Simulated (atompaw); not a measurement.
**u(r) = r·R(r): atom against pseudo-atom (aluminium)**

Columns: radius, all-electron u(r) and pseudo u(r) of the 3s shell (level -7.83 eV) of aluminium in the configuration [Ne] 3s2 3p1; LDA (PW92), scalar-relativistic, PAW (atompaw) scheme, atompaw 4.2.0.5.

```json
{"r (bohr)": "0.092", "all-electron": "0.1338", "pseudo": "0.0550"}
{"r (bohr)": "0.185", "all-electron": "-0.0498", "pseudo": "0.1102"}
{"r (bohr)": "0.277", "all-electron": "-0.2125", "pseudo": "0.1639"}
{"r (bohr)": "0.369", "all-electron": "-0.2920", "pseudo": "0.2163"}
{"r (bohr)": "0.462", "all-electron": "-0.2961", "pseudo": "0.2676"}
{"r (bohr)": "0.554", "all-electron": "-0.2475", "pseudo": "0.3164"}
{"r (bohr)": "0.646", "all-electron": "-0.1673", "pseudo": "0.3627"}
{"r (bohr)": "0.738", "all-electron": "-0.0711", "pseudo": "0.4065"}
{"r (bohr)": "0.831", "all-electron": "0.0317", "pseudo": "0.4477"}
{"r (bohr)": "0.923", "all-electron": "0.1319", "pseudo": "0.4855"}
{"r (bohr)": "1.015", "all-electron": "0.2260", "pseudo": "0.5199"}
{"r (bohr)": "1.108", "all-electron": "0.3127", "pseudo": "0.5514"}
{"r (bohr)": "1.200", "all-electron": "0.3887", "pseudo": "0.5790"}
{"r (bohr)": "1.292", "all-electron": "0.4546", "pseudo": "0.6032"}
{"r (bohr)": "1.385", "all-electron": "0.5111", "pseudo": "0.6242"}
{"r (bohr)": "1.477", "all-electron": "0.5574", "pseudo": "0.6415"}
{"r (bohr)": "1.569", "all-electron": "0.5949", "pseudo": "0.6555"}
{"r (bohr)": "1.662", "all-electron": "0.6244", "pseudo": "0.6664"}
{"r (bohr)": "1.754", "all-electron": "0.6462", "pseudo": "0.6741"}
{"r (bohr)": "1.846", "all-electron": "0.6613", "pseudo": "0.6787"}
{"r (bohr)": "1.938", "all-electron": "0.6704", "pseudo": "0.6805"}
{"r (bohr)": "2.031", "all-electron": "0.6744", "pseudo": "0.6795"}
{"r (bohr)": "2.123", "all-electron": "0.6737", "pseudo": "0.6759"}
{"r (bohr)": "2.215", "all-electron": "0.6691", "pseudo": "0.6697"}
{"r (bohr)": "2.308", "all-electron": "0.6610", "pseudo": "0.6611"}
{"r (bohr)": "2.400", "all-electron": "0.6501", "pseudo": "0.6501"}
```

Question: How many radial nodes do the two functions have?

Answer: The all-electron 3s function has n − l − 1 = 2; the pseudo-wave has 0, since the states of the same l below it are removed with the core.

Question: Where does each function peak?

Answer: Outermost all-electron maximum near 2.03 bohr, pseudo maximum near 1.94 bohr (to the table’s step).

Question: Is the pseudo-wave norm-conserving?

Answer: No, it belongs to a PAW set: the norm inside the radius is not constrained, and the difference is carried by the augmentation charge.
